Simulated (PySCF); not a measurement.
Species: C7H15Al.
Geometry (PBE0-D3(BJ)/def2-SVP, Å), atoms numbered from 1 in this order:
```xyz
23
C7H15Al angstrom
C     -3.546    0.420   -0.469
C     -2.174   -0.213   -0.635
C     -1.144    0.291    0.367
C      0.231   -0.350    0.225
C      1.258    0.117    1.274
C      2.673   -0.381    0.943
C      3.066   -0.010   -0.500
Al     1.331   -0.183   -1.410
H     -3.500    1.514   -0.598
H     -3.956    0.227    0.536
H     -4.268    0.030   -1.203
H     -2.259   -1.311   -0.541
H     -1.804   -0.033   -1.660
H     -1.536    0.126    1.391
H     -1.056    1.390    0.269
H      0.109   -1.449    0.355
H      0.968   -0.200    2.293
H      1.268    1.224    1.298
H      3.393    0.004    1.686
H      2.687   -1.481    1.053
H      3.923   -0.590   -0.876
H      3.379    1.052   -0.545
H      0.963   -0.183   -2.962
```

Computed, not measured: PBE0-D3(BJ)/def2-SVP geometry optimisation, gas phase (PySCF 2.14.0).

Problem. Which atoms are bound to Al8, and at what distances?

Solution. 3 atoms: H23 1.595 Å, C7 1.967 Å, C4 1.979 Å. The nearest atom not counted as bound is H16, at 2.49 Å.

Problem. List the angles at Al8.

Solution. 
```json
{"angle": "C4–Al8–H23", "degrees": "132.5", "distance of the outer atoms (Å)": "3.27"}
{"angle": "C7–Al8–H23", "degrees": "130.9", "distance of the outer atoms (Å)": "3.24"}
{"angle": "C4–Al8–C7", "degrees": "96.6", "distance of the outer atoms (Å)": "2.95"}
```

Problem. What is the shape at Al8?

Solution. Planar: angles 132.5°, 130.9° and 96.6°, sum 360.0°, 0.00 Å off the plane of its three neighbours.

Problem. What are the other bond lengths?

Solution. C1–C2 1.520 Å; C2–C3 1.523 Å; C3–C4 1.524 Å; C4–C5 1.541 Å; C5–C6 1.536 Å; C6–C7 1.541 Å; C1–H9, C1–H10, C1–H11 1.102 Å; C2–H12 1.105 Å; C2–H13 1.105 Å; C3–H14 1.108 Å; C3–H15 1.107 Å; C4–H16 1.113 Å; C5–H17 1.106 Å; C5–H18 1.108 Å; C6–H19 1.104 Å; C6–H20 1.106 Å. (A selection.)

Problem. Give some angles away from the centre.

Solution. C1–C2–C3 113.6°, C2–C3–C4 114.2°, C3–C4–C5 114.3°, C3–C4–Al8 122.9°, C5–C4–Al8 99.6°, C4–C5–C6 111.7°, C5–C6–C7 111.1°, C6–C7–Al8 100.8°.

Problem. What are the rotational constants (commonest isotopes, rigid rotor)?

Solution. A = 3692, B = 831.0, C = 712.9 MHz: a near-prolate asymmetric top.

Point group: C1 (no symmetry element, even within 0.4 Å). Charge 0, singlet. Not checked by PBE0-D3(BJ)/def2-SVP frequencies.

One conformer stands for the species.
